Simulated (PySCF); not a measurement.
methyl(silyloxy)silane (CH8OSi2), SMILES C[SiH2]O[SiH3]. Atoms are numbered in the order given.

```xyz
12

Si     1.7824     0.6339     0.8038
O      0.2523     0.1949     0.3539
Si    -0.6891    -0.4949    -0.8307
C     -2.4675    -0.4676    -0.2748
H      2.6760    -0.5633     0.8639
H      2.3562     1.6112    -0.1713
H      1.7153     1.2656     2.1519
H     -0.5208     0.2745    -2.1035
H     -0.2307    -1.8997    -1.0678
H     -3.1179    -0.9208    -1.0395
H     -2.5916    -1.0320     0.6619
H     -2.8062     0.5652    -0.1020
```
Charge 0, spin multiplicity 1.

The structure is a stationary point at PBE0-D3(BJ)/def2-SVP. The values are those of a single conformer.

Two levels are set side by side: PBE/pcSseg-1 (PySCF) and KT2/pcSseg-1 (PySCF). GIAO shifts against H2O (¹⁷O), TMS (²⁹Si), TMS (¹H), TMS (¹³C) at the same level; non-relativistic, no solvent, atoms listed together averaged. Differences are taken from unrounded values.

```json
[
 {"quantity": "δ(²⁹Si) of Si1 (ppm)", "KT2": "-34.9", "PBE": "-39.1", "PBE minus KT2": "-4.1"},
 {"quantity": "δ(¹⁷O) of O2 (ppm)", "KT2": "14.6", "PBE": "21.5", "PBE minus KT2": "6.9"},
 {"quantity": "δ(²⁹Si) of Si3 (ppm)", "KT2": "-10.3", "PBE": "-13.0", "PBE minus KT2": "-2.7"},
 {"quantity": "δ(¹³C) of C4 (ppm)", "KT2": "1.3", "PBE": "1.1", "PBE minus KT2": "-0.2"},
 {"quantity": "δ(¹H) of H8, H9 (ppm)", "KT2": "5.52", "PBE": "5.56", "PBE minus KT2": "0.04"}
]
```

Rough cost on one machine, each run with all the roots and properties that it gave: KT2 against PBE within a factor of 2.
